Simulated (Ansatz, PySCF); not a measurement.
Sn(F)3(OSiH3) (F3H3OSiSn), SMILES [F][Sn]([F])([F])[O][SiH3]. Atoms are numbered in the order given.

```xyz
9

F      1.7959    -0.7919    -1.0787
Sn     0.5331     0.1516    -0.0062
F      0.6866    -0.4654     1.7960
F      1.0152     1.9955    -0.0578
O     -1.2646    -0.1192    -0.6415
Si    -2.6710    -0.7559     0.0213
H     -2.4560    -2.1791     0.4144
H     -3.0747     0.0301     1.2235
H     -3.7151    -0.6619    -1.0339
```

Geometry optimised at PBE0-D3(BJ)/def2-SVP. The structure was generated by enumeration; whether it is a known compound was not checked. The def2 effective core potentials stand for the cores of Sn; spin–orbit coupling is left out. One conformer was computed; it need not be the lowest.

Two levels are set side by side: PBE-D3(BJ)/def2-SVP (Ansatz, an electronic-structure program) and PBE0-D3(BJ)/def2-SVP (Ansatz). Each level has its own optimised geometry; the coordinates shown are those of the second. Frequencies come from the Hessian of PySCF at each geometry. Differences are taken from unrounded values.

| quantity | PBE0-D3(BJ) | PBE-D3(BJ) | PBE-D3(BJ) minus PBE0-D3(BJ) |
|---|---|---|---|
| mean bond length (Å) | 1.725 | 1.746 | 0.021 |
| bond F1–Sn2 (Å) | 1.907 | 1.932 | 0.026 |
| bond Sn2–F3 (Å) | 1.911 | 1.938 | 0.027 |
| bond Sn2–F4 (Å) | 1.907 | 1.932 | 0.026 |
| bond Sn2–O5 (Å) | 1.926 | 1.962 | 0.036 |
| bond O5–Si6 (Å) | 1.680 | 1.702 | 0.022 |
| bond Si6–H7 (Å) | 1.492 | 1.503 | 0.011 |
| bond Si6–H8 (Å) | 1.492 | 1.503 | 0.011 |
| bond Si6–H9 (Å) | 1.487 | 1.499 | 0.011 |
| highest harmonic wavenumber (cm⁻¹) | 2273 | 2201 | -73 |
| mean harmonic wavenumber (cm⁻¹) | 742 | 712 | -30 |
| zero-point energy (kcal/mol) | 22.26 | 21.36 | -0.90 |

Exact exchange shortens and stiffens bonds; PBE has none. Differences between two approximate levels are no errors against the true value.
